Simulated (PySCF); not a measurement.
C₂H₃N, charge +1, doublet, geometry from GFN2-xTB (a state made from the parent by changing its charge; the spin is typed, not shown lowest), atoms displaced at random by about 0.08 Å a coordinate; PySCF with PBE/6-31G, gradient by finite differences.

Input for PySCF:
```python
from pyscf import gto, scf, dft

mol = gto.M(
    atom='''
C    -1.163426   -0.032163    0.083148
C     0.193853   -0.050289    0.074869
N     1.338053    0.051842   -0.060847
H    -1.511259   -0.727002   -0.847502
H    -1.483348   -0.166940    0.954335
H    -1.539290    1.043212   -0.297164
''',
    basis='6-31g',
    charge=1,
    spin=1,
    verbose=4,
)

mf = dft.UKS(mol)
mf.xc = 'pbe'
mf.conv_tol = 1e-11
mf.kernel()
scan, done = mf.as_scanner(), []
scan.scf_summary = {}
def energy(d):
    c = mol.atom_coords()
    c[5, 0] += d
    e = scan(mol.set_geom_(c, unit='Bohr', inplace=False))
    done.append(scan.converged)
    return e
h = 0.2
fd = (energy(h) - energy(-h)) / (2 * h)
print('dE/dx =', fd)
```

Output, abridged:

```
PySCF version 2.14.0

[INPUT] verbose = 4
[INPUT] num. atoms = 6
[INPUT] num. electrons = 21
[INPUT] charge = 1
[INPUT] spin (= nelec alpha-beta = 2S) = 1
[INPUT] symmetry False subgroup None
[INPUT] Mole.unit = angstrom
[INPUT] Symbol           X                Y                Z      unit          X                Y                Z       unit  Magmom
[...]
nuclear repulsion = 60.0327578865153
number of shells = 21
number of NR pGTOs = 78
number of NR cGTOs = 33
basis = 6-31g
ecp = {}

******** <class 'pyscf.dft.uks.UKS'> ********
method = UKS
initial guess = minao
damping factor = 0
level_shift factor = 0
DIIS = <class 'pyscf.scf.diis.CDIIS'>
diis_start_cycle = 1
diis_space = 8
diis_damp = 0
SCF conv_tol = 1e-11
SCF conv_tol_grad = None
SCF max_cycles = 50
direct_scf = True
direct_scf_tol = 1e-13
number electrons alpha = 11  beta = 10
XC library pyscf.dft.libxc version 7.1.2
    S. Lehtola, C. Steigemann, M. J. T. Oliveira, and M. A. L. Marques,  SoftwareX 7, 1–5 (2018)
XC functionals = pbe
    J. P. Perdew, K. Burke, and M. Ernzerhof,  Phys. Rev. Lett. 77, 3865 (1996)
    J. P. Perdew, K. Burke, and M. Ernzerhof,  Phys. Rev. Lett. 78, 1396 (1997)
    J. P. Perdew, K. Burke, and M. Ernzerhof,  Phys. Rev. Lett. 77, 3865 (1996)
    J. P. Perdew, K. Burke, and M. Ernzerhof,  Phys. Rev. Lett. 78, 1396 (1997)
radial grids:
    Treutler-Ahlrichs [JCP 102, 346 (1995); DOI:10.1063/1.469408] (M4) radial grids

becke partition: Becke, JCP 88, 2547 (1988); DOI:10.1063/1.454033
pruning grids: <function nwchem_prune>
grids dens level: 3
symmetrized grids: False
atomic radii adjust function: <function treutler_atomic_radii_adjust>
small_rho_cutoff = 0
Set gradient conv threshold to 3.16228e-06
tot grids = 71568
init E= -132.805320819258

cycle= 1 E= -132.05024227343  delta_E= 0.755  |g|= 0.182  |ddm|= 1.79
cycle= 2 E= -131.848881990619  delta_E= 0.201  |g|= 0.633  |ddm|= 1.07
cycle= 3 E= -132.029576865101  delta_E= -0.181  |g|= 0.265  |ddm|= 0.988
cycle= 4 E= -132.0692989124  delta_E= -0.0397  |g|= 0.0578  |ddm|= 0.326
cycle= 5 E= -132.071594990061  delta_E= -0.0023  |g|= 0.0246  |ddm|= 0.189
cycle= 6 E= -132.072222041126  delta_E= -0.000627  |g|= 0.00457  |ddm|= 0.0748
cycle= 7 E= -132.072235300784  delta_E= -1.33e-05  |g|= 0.00147  |ddm|= 0.00797
cycle= 8 E= -132.072236697825  delta_E= -1.4e-06  |g|= 0.000458  |ddm|= 0.00186
cycle= 9 E= -132.072236830587  delta_E= -1.33e-07  |g|= 0.000147  |ddm|= 0.000874
cycle= 10 E= -132.07223685028  delta_E= -1.97e-08  |g|= 4.27e-05  |ddm|= 0.000293
cycle= 11 E= -132.072236852122  delta_E= -1.84e-09  |g|= 2.9e-05  |ddm|= 0.000113
cycle= 12 E= -132.072236852742  delta_E= -6.19e-10  |g|= 1.35e-05  |ddm|= 4.98e-05
cycle= 13 E= -132.072236852908  delta_E= -1.67e-10  |g|= 3.37e-06  |ddm|= 2.85e-05
cycle= 14 E= -132.072236852923  delta_E= -1.46e-11  |g|= 9.31e-07  |ddm|= 1.14e-05
cycle= 15 E= -132.072236852925  delta_E= -1.88e-12  |g|= 6.78e-07  |ddm|= 6.59e-06
Extra cycle  E= -132.072236852922  delta_E= 2.42e-12  |g|= 2.28e-06  |ddm|= 3.01e-06
converged SCF energy = -132.072236852922  <S^2> = 0.75285738  2S+1 = 2.0028553
Create scanner for <class 'pyscf.dft.uks.UKS'>

WARN: Mole.unit (angstrom) is changed to Bohr

New geometry
   1 C     -1.163426000000  -0.032163000000   0.083148000000 AA   -2.198556506198  -0.060779261344   0.157126947805 Bohr
   2 C      0.193853000000  -0.050289000000   0.074869000000 AA    0.366329078425  -0.095032437078   0.141481905220 Bohr
   3 N      1.338053000000   0.051842000000  -0.060847000000 AA    2.528553710153   0.097967181750  -0.114984165501 Bohr
   4 H     -1.511259000000  -0.727002000000  -0.847502000000 AA   -2.855865613284  -1.373834672011  -1.601546670021 Bohr
   5 H     -1.483348000000  -0.166940000000   0.954335000000 AA   -2.803121467421  -0.315470879235   1.803431781087 Bohr
   6 H     -1.433454557816   1.043212000000  -0.297164000000 AA   -2.708836526282   1.971384969860  -0.561558574080 Bohr

******** <class 'pyscf.scf.hf.UKS_Scanner'> ********
[...]
cycle= 7 E= -132.071527948238  delta_E= -1.34e-07  |g|= 0.000173  |ddm|= 0.00143
cycle= 8 E= -132.07152798065  delta_E= -3.24e-08  |g|= 4.34e-05  |ddm|= 0.00061
cycle= 9 E= -132.071527982624  delta_E= -1.97e-09  |g|= 2.09e-05  |ddm|= 0.000207
cycle= 10 E= -132.071527983074  delta_E= -4.51e-10  |g|= 3.51e-06  |ddm|= 6.53e-05
cycle= 11 E= -132.071527983079  delta_E= -4.77e-12  |g|= 3.31e-06  |ddm|= 1.4e-05
cycle= 12 E= -132.071527983089  delta_E= -9.72e-12  |g|= 8.8e-07  |ddm|= 1.24e-05
Extra cycle  E= -132.071527983087  delta_E= 1.76e-12  |g|= 1.96e-06  |ddm|= 4.65e-06
converged SCF energy = -132.071527983087  <S^2> = 0.75248049  2S+1 = 2.0024789

WARN: Mole.unit (angstrom) is changed to Bohr

New geometry
   1 C     -1.163426000000  -0.032163000000   0.083148000000 AA   -2.198556506198  -0.060779261344   0.157126947805 Bohr
   2 C      0.193853000000  -0.050289000000   0.074869000000 AA    0.366329078425  -0.095032437078   0.141481905220 Bohr
   3 N      1.338053000000   0.051842000000  -0.060847000000 AA    2.528553710153   0.097967181750  -0.114984165501 Bohr
   4 H     -1.511259000000  -0.727002000000  -0.847502000000 AA   -2.855865613284  -1.373834672011  -1.601546670021 Bohr
   5 H     -1.483348000000  -0.166940000000   0.954335000000 AA   -2.803121467421  -0.315470879235   1.803431781087 Bohr
   6 H     -1.645125442184   1.043212000000  -0.297164000000 AA   -3.108836526282   1.971384969860  -0.561558574080 Bohr

******** <class 'pyscf.scf.hf.UKS_Scanner'> ********
method = UKS_Scanner
initial guess = minao
damping factor = 0
level_shift factor = 0
DIIS = <class 'pyscf.scf.diis.CDIIS'>
diis_start_cycle = 1
diis_space = 8
diis_damp = 0
SCF conv_tol = 1e-11
SCF conv_tol_grad = None
SCF max_cycles = 50
direct_scf = True
direct_scf_tol = 1e-13
number electrons alpha = 11  beta = 10
XC library pyscf.dft.libxc version 7.1.2
    S. Lehtola, C. Steigemann, M. J. T. Oliveira, and M. A. L. Marques,  SoftwareX 7, 1–5 (2018)
XC functionals = pbe
    J. P. Perdew, K. Burke, and M. Ernzerhof,  Phys. Rev. Lett. 77, 3865 (1996)
    J. P. Perdew, K. Burke, and M. Ernzerhof,  Phys. Rev. Lett. 78, 1396 (1997)
    J. P. Perdew, K. Burke, and M. Ernzerhof,  Phys. Rev. Lett. 77, 3865 (1996)
    J. P. Perdew, K. Burke, and M. Ernzerhof,  Phys. Rev. Lett. 78, 1396 (1997)
radial grids:
    Treutler-Ahlrichs [JCP 102, 346 (1995); DOI:10.1063/1.469408] (M4) radial grids

becke partition: Becke, JCP 88, 2547 (1988); DOI:10.1063/1.454033
pruning grids: <function nwchem_prune>
grids dens level: 3
symmetrized grids: False
atomic radii adjust function: <function treutler_atomic_radii_adjust>
small_rho_cutoff = 0
Set gradient conv threshold to 3.16228e-06
tot grids = 71568
init E= -132.041939161114
cycle= 1 E= -132.070548683295  delta_E= -0.0286  |g|= 0.013  |ddm|= 0.124
cycle= 2 E= -132.069486730388  delta_E= 0.00106  |g|= 0.0439  |ddm|= 0.0735
cycle= 3 E= -132.070709541236  delta_E= -0.00122  |g|= 0.00533  |ddm|= 0.0507
cycle= 4 E= -132.070729455575  delta_E= -1.99e-05  |g|= 0.00254  |ddm|= 0.0115
cycle= 5 E= -132.070733513773  delta_E= -4.06e-06  |g|= 0.00127  |ddm|= 0.0039
cycle= 6 E= -132.070734734957  delta_E= -1.22e-06  |g|= 0.000413  |ddm|= 0.0028
cycle= 7 E= -132.070734917467  delta_E= -1.83e-07  |g|= 0.000248  |ddm|= 0.00176
cycle= 8 E= -132.070734971303  delta_E= -5.38e-08  |g|= 6.9e-05  |ddm|= 0.000565
cycle= 9 E= -132.070734975466  delta_E= -4.16e-09  |g|= 3.2e-05  |ddm|= 0.000238
cycle= 10 E= -132.070734976315  delta_E= -8.48e-10  |g|= 1.45e-05  |ddm|= 6.92e-05
cycle= 11 E= -132.07073497648  delta_E= -1.65e-10  |g|= 3.74e-06  |ddm|= 3.61e-05
cycle= 12 E= -132.070734976492  delta_E= -1.23e-11  |g|= 1.04e-06  |ddm|= 9.86e-06
cycle= 13 E= -132.070734976493  delta_E= -6.25e-13  |g|= 7.57e-07  |ddm|= 2.24e-06
Extra cycle  E= -132.070734976489  delta_E= 3.87e-12  |g|= 2.75e-06  |ddm|= 4.05e-06
converged SCF energy = -132.070734976489  <S^2> = 0.75325182  2S+1 = 2.0032492
dE/dx = -0.0019825164950049157
```
